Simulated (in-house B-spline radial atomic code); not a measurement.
# Binding energies in the bismuth ion Bi²⁶⁺

NIST's tabulated ground configuration is [Kr] 4d10 4f11; each binding energy is the energy of the ion with one electron taken from that subshell, relaxed, less that of the parent. Method: Dirac-Hartree-Fock, average of configuration, Fermi nucleus of rms radius 5.5211 fm. Calculated with an all-electron radial atomic-structure program (B-spline basis). Energies include first-order Breit, QED and recoil terms.

```json
{"subshell": "1s", "X-ray name": "K", "binding energy (eV)": "91319.2", "-ε (eV)": "91914.1", "relaxation (eV)": "80.1"}
{"subshell": "2s", "X-ray name": "L1", "binding energy (eV)": "17180.9", "-ε (eV)": "17290.9", "relaxation (eV)": "42.3"}
{"subshell": "2p1/2", "X-ray name": "L2", "binding energy (eV)": "16500.8", "-ε (eV)": "16614.9", "relaxation (eV)": "47.3"}
{"subshell": "3s", "X-ray name": "M1", "binding energy (eV)": "4779", "-ε (eV)": "4812.0", "relaxation (eV)": "18.6"}
{"subshell": "3p1/2", "X-ray name": "M2", "binding energy (eV)": "4475.3", "-ε (eV)": "4508.6", "relaxation (eV)": "19.8"}
{"subshell": "3p3/2", "X-ray name": "M3", "binding energy (eV)": "3954.4", "-ε (eV)": "3980.0", "relaxation (eV)": "17.7"}
{"subshell": "3d3/2", "X-ray name": "M4", "binding energy (eV)": "3463.7", "-ε (eV)": "3489.8", "relaxation (eV)": "20.6"}
{"subshell": "3d5/2", "X-ray name": "M5", "binding energy (eV)": "3355", "-ε (eV)": "3378.7", "relaxation (eV)": "19.9"}
{"subshell": "4s", "X-ray name": "N1", "binding energy (eV)": "1677.3", "-ε (eV)": "1685.1", "relaxation (eV)": "4.1"}
{"subshell": "4p1/2", "X-ray name": "N2", "binding energy (eV)": "1544", "-ε (eV)": "1551.5", "relaxation (eV)": "4.2"}
{"subshell": "4p3/2", "X-ray name": "N3", "binding energy (eV)": "1408.4", "-ε (eV)": "1413.6", "relaxation (eV)": "3.4"}
{"subshell": "4d3/2", "X-ray name": "N4", "binding energy (eV)": "1190.8", "-ε (eV)": "1195.5", "relaxation (eV)": "3.5"}
{"subshell": "4d5/2", "X-ray name": "N5", "binding energy (eV)": "1164.8", "-ε (eV)": "1168.8", "relaxation (eV)": "3.3"}
{"subshell": "4f", "X-ray name": "N6,7", "binding energy (eV)": "884", "-ε (eV)": "887.7", "relaxation (eV)": "3.7"}
```

Relaxation = -ε minus the binding energy without Breit, QED and recoil terms.

Emission lines follow as differences of binding energies, with λ = 12398.42 eV·Å / E:

```tsv
line	holes	energy (eV)	wavelength (Å)
K-L2	1s → 2p1/2	74818.4	0.16571
K-M3	1s → 3p3/2	87364.8	0.14192
L2-M4	2p1/2 → 3d3/2	13037.1	0.95101
L1-M3	2s → 3p3/2	13226.5	0.93739
L2-N4	2p1/2 → 4d3/2	15310.0	0.80982
```

Q: What does it cost to remove both a 3s and a 4f electron?

A: 5725.7 eV, which is 62.63 eV more than the two single binding energies together.

Q: What does it cost to remove two 1s electrons?

A: 184350 eV, which is 1712 eV more than the two single binding energies together.
